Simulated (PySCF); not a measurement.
**Excitation energy of Hf²⁺ by level of theory**

Hf²⁺ [Xe] 4f14 5d2 (3F) → Hf²⁺ [Xe] 4f14 5d1 6p1 (high-spin determinant), as a difference of total energies. All numbers are calculated (PySCF 2.14, scalar relativity through the core potential, in def2-QZVPPD with the def2 core potential (60 electrons)). Correlated levels: valence: 5s2 5p6 frozen; valence and next inner shell: nothing frozen outside the core potential. The calculations carry no spin-orbit coupling.

| method | excitation energy (eV) |
| --- | --- |
| UHF | 5.721 |
| LDA | 5.578 |
| PBE | 5.622 |
| PBE0 | 5.770 |
| r2SCAN | 5.823 |
| CAM-B3LYP | 5.797 |
| r2SCANh | 5.860 |
| B2PLYP | 5.750 |
| PW91 | 5.650 |
| MP2 (valence) | 5.729 |
| SCS-MP2 (valence) | 5.724 |
| MP2 (valence and next inner shell) | 5.711 |
| SCS-MP2 (valence and next inner shell) | 5.742 |

The determinant of the upper state mixes LS terms, which raises its energy above the lowest term, most at the Hartree-Fock and MP2 levels.
